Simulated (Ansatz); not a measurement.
Born–Oppenheimer molecular dynamics of ClH₃O₃Ti (8 atoms, charge 0, multiplicity 1). It goes on from the last frame of an earlier run, with new velocities.

These are results of RKS r2SCAN-D4/def2-SVP in Ansatz 0.2.0, not measurements.

```json
{
  "ensemble": "NVE (velocity Verlet)",
  "time step": "1 fs",
  "steps asked": "150",
  "starting velocities drawn for": "1000 K",
  "seed": "543710"
}
```

First frame:

```xyz
8
Properties=species:S:1:pos:R:3
Ti -0.054 -0.031 0.036
Cl 0.029 0.086 2.301
O 1.592 -0.017 -0.573
H 2.145 -0.790 -0.787
O -0.928 1.325 -0.698
H -0.366 1.644 -1.401
O -0.853 -1.518 -0.473
H -1.782 -1.656 -0.805
```

**Question.** How far do the bonds stretch over the last three quarters of this one trajectory? (Pairs bonded in most of those frames.)

**Answer.** 
| bond | mean (Å) | spread (Å) | shortest | longest |
| --- | --- | --- | --- | --- |
| Ti1–Cl2 | 2.218 | 0.082 | 2.09 | 2.37 |
| Ti1–O3 | 1.779 | 0.063 | 1.68 | 1.89 |
| Ti1–O5 | 1.779 | 0.023 | 1.73 | 1.80 |
| Ti1–O7 | 1.784 | 0.026 | 1.74 | 1.83 |
| O3–H4 | 0.976 | 0.050 | 0.90 | 1.05 |
| O5–H6 | 0.971 | 0.019 | 0.94 | 1.00 |
| O7–H8 | 0.978 | 0.051 | 0.90 | 1.05 |

Mean temperature of the second half: 649 K. The conserved energy stayed within 3.8 meV per atom of its start (net change -0.91 meV per atom), so there is no drift, though single steps change it by up to 27 meV in the whole system, a sign of fast motions only just resolved. A run of 0.15 ps of so small a system gives no equilibrium averages. The orbitals stay closed-shell, which can raise the energy where a bond breaks towards radicals; this wasn't checked here.

Time of the run: 14 min on 2 threads of Arm Neoverse V1, with other jobs on the host, peak memory 0.19 GiB.
